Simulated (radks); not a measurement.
Results of a calculation; reference values are marked as such.
Au XXIX, 51 electrons, occupied as [Kr] 4d10 4f5.

Code: a radial shooting solver on a logarithmic mesh with Libxc functionals. Model: non-relativistic Kohn-Sham, TPSS, spin-polarised, spherical densities, point nucleus; open shells are filled with parallel spins first (spin-orbit coupling, left out, can overturn this in heavy ions); meta-GGA in the generalised Kohn-Sham scheme; relativity is left out, which matters for an element this heavy.

Energy parts (eV):
total: -476139.98
kinetic: 476058.37
electron-nucleus: -1084033.41
Hartree: 140122.90
exchange-correlation: -8287.84

Orbitals (lengths in bohr, moments of r in powers of bohr; r(max) is where P^2 peaks):
| orbital | occ. | eigenvalue (eV) | r(max) |
|---|---|---|---|
| 1s up | 1 | -74056.63 | 0.01272 |
| 1s down | 1 | -74056.65 | 0.01272 |
| 2s up | 1 | -13142.17 | 0.06911 |
| 2s down | 1 | -13142.00 | 0.06911 |
| 2p up | 3 | -12666.19 | 0.05362 |
| 2p down | 3 | -12666.08 | 0.05362 |
| 3s up | 1 | -3796.502 | 0.1886 |
| 3s down | 1 | -3789.963 | 0.1885 |
| 3p up | 3 | -3574.033 | 0.1775 |
| 3p down | 3 | -3568.030 | 0.1773 |
| 3d up | 5 | -3160.870 | 0.1396 |
| 3d down | 5 | -3156.398 | 0.1395 |
| 4s up | 1 | -1464.196 | 0.4100 |
| 4s down | 1 | -1456.179 | 0.4102 |
| 4p up | 3 | -1366.401 | 0.4075 |
| 4p down | 3 | -1358.223 | 0.4077 |
| 4d up | 5 | -1188.507 | 0.3952 |
| 4d down | 5 | -1179.859 | 0.3956 |
| 4f up | 5 | -956.6015 | 0.3370 |
| 4f down | 0 | -946.5592 | 0.3381 |

The highest occupied level is 4f up at -956.60 eV. The spin density at the nucleus is -6.14 e/bohr^3 (1s 0.00, 2s -1.09, 3s -12.76, 4s 7.72). Virial ratio -V/T = 2.00017. The electron density at the nucleus is 3.538e+05 e/bohr^3.
